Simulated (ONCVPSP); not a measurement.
## Configuration tests for cadmium (ONCV)

* Element: Cd
* Generator: ONCVPSP 4.0.1
* Type: optimised norm-conserving Vanderbilt (ONCV)
* Functional: PBEsol
* Relativity: fully relativistic
* Frozen core: [Ar] 3d10
* Valence charge: 20
* Reference configuration: 4s2 4p6 4d10 5s2
* Partial waves: 4s+5s: rc 1.30 bohr, ncon 4, nbas 7, qcut 10.4 1/bohr, 2 projectors; 4p: rc 1.20 bohr, ncon 4, nbas 8, qcut 10.7 1/bohr, 3 projectors, debl 3.5 Ha; 4d: rc 1.65 bohr, ncon 3, nbas 7, qcut 9.3 1/bohr, 2 projectors, debl 3.5 Ha
* Local potential: polynomial inside 1.10 bohr (lpopt 5, dvloc0 3 Ha)
* Core correction: Teter function, fcfact 2.75, rcfact 1.15

Open shells are filled in proportion to 2j + 1.

Energies are relative to the spin-unpolarised reference configuration 4s2 4p6 4d10 5s2; without spin polarisation the order of configurations can differ from experiment.

```csv
valence configuration,charge,ΔE all-electron (eV),error AE − PS (meV)
4s2 4p6 4d10 5s1,+1,9.311,+0.5
4s2 4p6 4d10 5s0,+2,26.408,+1.2
4s2 4p6 4d9 5s2,+1,17.976,+4.7
```

What are ΔE and the potential's error for 4s2 4p6 4d9 5s0?

ΔE = 64.405 eV all-electron; the error (AE − PS) is +2.4 meV.

Levels in the configuration 4s2 4p6 4d10 5s1:

```tsv
level	all-electron (eV)	pseudo (eV)
4s j=1/2	-114.590	-114.597
4p j=3/2	-73.914	-73.918
4p j=1/2	-79.758	-79.785
4d j=5/2	-20.239	-20.240
4d j=3/2	-20.945	-20.947
5s j=1/2	-13.077	-13.076
```
